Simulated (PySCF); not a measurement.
# Excitation energy of K by level of theory

K [Ar] 4s1 (2S) → K [Ar] 4p1 (2P), as a difference of total energies. Calculation: PySCF 2.14, in dyall-acv3z; no relativity, point nucleus. Correlated levels: valence and next inner shell: [Ne] frozen; virtual orbitals above 40 to 60 times the deepest correlated orbital energy dropped. The calculations carry no spin-orbit coupling.

| method | excitation energy (eV) |
| --- | --- |
| UHF | 1.406 |
| LDA | 1.519 |
| PBE | 1.378 |
| PBE0 | 1.389 |
| r2SCAN | 1.351 |
| r2SCANh | 1.376 |
| MP2 (valence and next inner shell) | 1.587 |
| SCS-MP2 (valence and next inner shell) | 1.549 |

Q: How much does correlation contribute at MP2 (valence and next inner shell)?

A: 1.587 − (1.406) = 0.181 eV, measured against UHF.

These non-relativistic numbers lack the scalar-relativistic shift.

For comparison: 1.615 eV (measured; NIST levels, between the centres of gravity of the two terms).
